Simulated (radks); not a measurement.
Values are calculated unless marked as measured or tabulated.
Q: The mean radii <r> (bohr) of the occupied orbitals of an atom or ion are listed with their occupations. Level of theory: Dirac Kohn-Sham, exchange-only PBE, spin-unpolarised, spherical densities, point nucleus (a radial shooting solver on a logarithmic mesh with Libxc functionals).

| orbital | occ. | <r> |
|---|---|---|
| 1s1/2 | 2 | 0.2298 |
| 2s1/2 | 2 | 1.323 |
| 2p1/2 | 1 | 1.507 |
| 2p3/2 | 2 | 1.509 |

Name the element and its charge. Open shells, if any, are shared by 2j + 1.

A: Z = 7, nitrogen, charge 0: N in [He] 2s2 2p3. The 1s radius gives Z: for a bare nucleus <r> = (2 gamma + 1)/(2Z) with gamma = sqrt(1 - (Z/c)^2), 0.2141 bohr for Z = 7, and screening makes it slightly larger (0.2298 here). The occupations add up to 7, and the charge is Z minus that.
